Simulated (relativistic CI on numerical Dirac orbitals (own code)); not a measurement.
**One change at a time: Yb XXXVI**

Base calculation: Dirac-Coulomb-Breit CI, separate exchange-only KLI orbitals for each configuration, model QED (radiative potential, 1s self-energy scaled to tabulated hydrogen-like ionisation energies), unscaled Slater integrals.

CI space (outside the closed core [Ar] 3d10): 4s²4p⁵, 4s4p⁶, 4s²4p⁴4d, 4s4p⁵4d, 4s²4p⁴4f, 4s4p⁵4f, 4p⁶4d, 4s4p⁴4d², 4s²4p³4d4f, 4p⁶4f, 4p⁵4d4f, 4s²4p⁴5s, 4s4p⁴4f², 4p⁶5s, 4s²4p⁴5p, 4s4p⁴4d5s, 4s²4p³4f5s, 4s4p⁵5s, 4s²4p⁴5d, 4s4p⁵5p, 4s²4p⁴5f, 4s²4p⁴5g, 4s4p⁵5d, 4p⁵4f5s, 4s²4p⁴6s, 4s4p⁵5f, 4s²4p⁴6p, 4s²4p³4d², 4s²4p²4d³, 4s4p³4d³, 4s²4p²4d²4f, 4s4p³4d²4f, 4s²4p²4d²5s, 4p⁵4d², 4p⁴4d³, 4p⁴4d²4f, 4p⁴4d²5s, 4p⁵4d5s, 4p⁴4d4f5s, 4p⁴4d5s², 4s²4p³5s², 4s²4p²4d5s², 4s4p³4d5s², 4s²4p²4f5s², 4s4p³4f5s². Double excitations out of closed p, d and f shells are left out; levels of such configurations are missing from the list, as are those of other unlisted configurations, and high levels can miss mixing partners. These lack a partner that the ground configuration has and come out too high: 4s²4p⁴5p, 4s4p⁵5s, 4s²4p⁴5d, 4s4p⁵5p, 4s²4p⁴5f.

Variants: (1) P86 correlation estimate; (2) QED terms removed. Shifts of the energy above 4s²4p⁵ ²P°3/2, in cm⁻¹, for the lowest level and the first level of each name with at least 55 % of one term (blank where a level changes its place among those of its configuration and J or its character, or is not in the variant):

```tsv
Level	Base	Δ(1)	Δ(2)
4s²4p⁵ ²P°3/2	0	0	0
4s²4p⁵ ²P°1/2	551213	+13	-643
4s²4p⁴4d ²D3/2	1188895	+1471	+1309
4s²4p⁴4d ⁴F9/2	1224898	+1472	+1011
4s²4p⁴4d ⁴D1/2	1603861	+1478	+691
4s²4p⁴4d ²G7/2	1681501	+1497	+680
4s²4p⁴4d ²G9/2	1793119	+1492	+374
4s4p⁵4d ⁴P°1/2	2299396	+2275	+6505
4s4p⁵4d ⁴F°9/2	2444925	+4117	+5645
```

At this charge energies of transitions that change n are usually good to better than 1 %, and those within a shell (Δn = 0) to a few per cent.

Ionisation energy from the two ground configurations alone: base 1564.42 eV; P86 correlation estimate 1566.34 eV. The NIST ASD value (theoretical) is 1564 eV.

LS names give the leading component of a level, which can be under half, so a name can repeat, a term be missing and a line seem to break the LS rules.
